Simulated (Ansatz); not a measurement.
The cluster B₅N₄⁺. Charge 1, multiplicity 1. Geometry r2SCAN-D4/def2-SVP.

```csv
atom,x (Å),y (Å),z (Å)
B1,-0.6130,1.5067,-0.7201
B2,-1.4329,-0.5600,-0.7600
B3,1.6245,-0.1902,1.0482
B4,1.3130,1.3380,0.5097
B5,0.0464,-1.7281,0.4197
N6,0.4985,2.0670,-0.1591
N7,-1.0699,-1.7481,-0.2666
N8,-1.5722,0.7156,-1.1347
N9,1.2055,-1.4010,1.0629
```

The structure comes from a short search, and lower isomers may exist.

(1) Estimate the orbital energies around the gap (eV) in Ansatz with r2SCAN-D4/def2-TZVP, PBE0-D4/def2-SVP, PBE0-D4/def2-TZVP, ωB97X-V/def2-TZVP, ωB97M-V/def2-TZVP.

Results:

(1) 
| orbital | r2SCAN-D4/def2-TZVP | PBE0-D4/def2-SVP | PBE0-D4/def2-TZVP | ωB97X-V/def2-TZVP | ωB97M-V/def2-TZVP |
| --- | --- | --- | --- | --- | --- |
| HOMO−13 | -27.78 | -29.21 | -29.36 | -32.14 | -31.97 |
| HOMO−12 | -19.90 | -21.20 | -21.22 | -23.95 | -23.74 |
| HOMO−11 | -19.36 | -20.76 | -20.72 | -23.32 | -23.18 |
| HOMO−10 | -18.63 | -19.98 | -19.96 | -22.60 | -22.44 |
| HOMO−9 | -18.04 | -19.37 | -19.31 | -21.95 | -21.74 |
| HOMO−8 | -17.74 | -19.20 | -19.06 | -21.57 | -21.44 |
| HOMO−7 | -15.84 | -17.12 | -17.06 | -19.72 | -19.59 |
| HOMO−6 | -15.62 | -16.86 | -16.79 | -19.44 | -19.32 |
| HOMO−5 | -14.99 | -16.19 | -16.13 | -18.61 | -18.50 |
| HOMO−4 | -14.86 | -16.03 | -15.95 | -18.43 | -18.32 |
| HOMO−3 | -14.20 | -15.38 | -15.32 | -17.75 | -17.65 |
| HOMO−2 | -14.12 | -15.27 | -15.19 | -17.62 | -17.51 |
| HOMO−1 | -12.88 | -14.00 | -13.93 | -16.22 | -16.14 |
| HOMO | -12.45 | -13.51 | -13.43 | -15.67 | -15.57 |
| LUMO | -8.89 | -8.24 | -8.19 | -6.00 | -6.10 |
| LUMO+1 | -8.71 | -8.04 | -8.01 | -5.76 | -5.89 |
| LUMO+2 | -7.33 | -6.60 | -6.68 | -4.34 | -4.59 |
| LUMO+3 | -5.83 | -5.08 | -5.20 | -2.93 | -3.27 |
| LUMO+4 | -5.36 | -4.76 | -4.74 | -2.48 | -2.76 |
| LUMO+5 | -5.08 | -4.49 | -4.48 | -2.46 | -2.65 |
